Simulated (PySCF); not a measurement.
A side-by-side comparison of computed properties.

First species: C₆H₁₀O₂Si₂.
InChI=1S/C6H10O2Si2/c9-7-5-3-1-2-4-6(5)8-10/h1-4H,9-10H3

Second species: C₆H₉F₃O.
SMILES: `FCO[C@](C(F)F)(C=C)C`

Levels: PBE0/pcSseg-1 for dipole moment, HOMO energy, LUMO energy and HOMO–LUMO gap; GFN2-xTB for rotational constant A and rotational constant C. Geometries: GFN2-xTB. Each structure is a single optimised conformer of the isolated species, non-relativistic unless stated. Electronic properties by PySCF.

Dipoles, sizes and rotational constants follow the conformer. The torsions of the flexible species, by atom-mapped SMILES:
- `[SiH3:1][O:2][c:3]1[cH:4][cH:5][cH:6][cH:7][c:8]1[O:9][SiH3:10]`: Si1–O2–C3–C4 180°, C7–C8–O9–Si10 0°
- `[CH2:1]=[CH:2][C@:3]([CH3:4])([O:5][CH2:6][F:7])[CH:8]([F:9])[F:10]`: C1–C2–C3–C4 -89°, C2–C3–O5–C6 -67°, C3–O5–C6–F7 -85°, C2–C3–C8–F9 -78°

Values for the first species:

* Dipole moment: 2.06 D
* HOMO energy: -6.41 eV
* LUMO energy: -0.17 eV
* HOMO–LUMO gap: 6.24 eV
* Rotational constant A: 1.215 GHz
* Rotational constant C: 0.532 GHz

(1) Estimate the same properties for the second species, and the change in each.

Results:

(1) 
| property | first | second | second less first |
| --- | --- | --- | --- |
| dipole moment | 2.06 D | 2.23 D | +0.17 D |
| HOMO energy | -6.41 eV | -7.98 eV | -1.57 eV |
| LUMO energy | -0.17 eV | -0.21 eV | -0.04 eV |
| HOMO–LUMO gap | 6.24 eV | 7.77 eV | +1.53 eV |
| rotational constant A | 1.215 GHz | 1.670 GHz | +0.455 GHz |
| rotational constant C | 0.532 GHz | 1.006 GHz | +0.474 GHz |

On the first: The dipole equals about 6.9 × 10⁻³⁰ C·m (1 D = 3.33564 × 10⁻³⁰ C·m).

On the second: The dipole equals about 7.4 × 10⁻³⁰ C·m (1 D = 3.33564 × 10⁻³⁰ C·m).
